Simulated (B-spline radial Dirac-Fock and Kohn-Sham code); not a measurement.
**K-line shifts caused by a second vacancy in W⁴⁺**

System: W⁴⁺, configuration 1s2 2s2 2p6 3s2 3p6 3d10 4s2 4p6 4d10 4f14 5s2 5p6 5d1 6s1 (an excited configuration).

Input file task.json (cfg lists n, l and occupation; rrms is the nuclear radius in fm):

```json
{"items": [{
  "Z": 74,
  "q": 4,
  "cfg": [[1, 0, 2], [2, 0, 2], [2, 1, 6], [3, 0, 2], [3, 1, 6], [3, 2, 10], [4, 0, 2], [4, 1, 6], [4, 2, 10], [4, 3, 14], [5, 0, 2], [5, 1, 6], [5, 2, 1], [6, 0, 1]],
  "A": 184,
  "rrms": 5.3658,
  "do": ["binding", "quiet", "double"]
}]}
```

Launch: `python xray_run.py task.json out`

These are calculated numbers from an atomic code on a B-spline grid; the model is multi-electron Dirac-Fock with separately optimised hole states, Breit and Lamb-shift corrections added in first order. Each two-hole energy is an average over J within one jj subconfiguration, not an observable level; in light atoms, where LS coupling holds, the j-resolved values are not observed lines, and for a K spectator the Kα1 hypersatellite is nearly forbidden. Correlation and solid-state effects are left out.

Lines without a spectator: Kα2 (K-L2) 57977.2 eV, Kα1 (K-L3) 59314.7 eV, Kβ3 (K-M2) 66943.4 eV, Kβ1 (K-M3) 67236.3 eV. Shifts in eV with one spectator hole (a dash: not computed, or left out as unreliable):

```tsv
spectator hole	Kα2	Kα1	Kβ3	Kβ1
K (1s)	+981.3	+1055.5	+1270.5	+1287.7
L2 (2p1/2)	+125.1	+168.7	–	+320.9
L3 (2p3/2)	+94.5	+103.7	+241.6	–
M2 (3p1/2)	–	+26.62	+51.3	+60.8
M3 (3p3/2)	+14.50	–	+43.6	+44.1
M4 (3d3/2)	+4.88	+1.48	–	–
M5 (3d5/2)	-0.52	+3.52	–	–
```
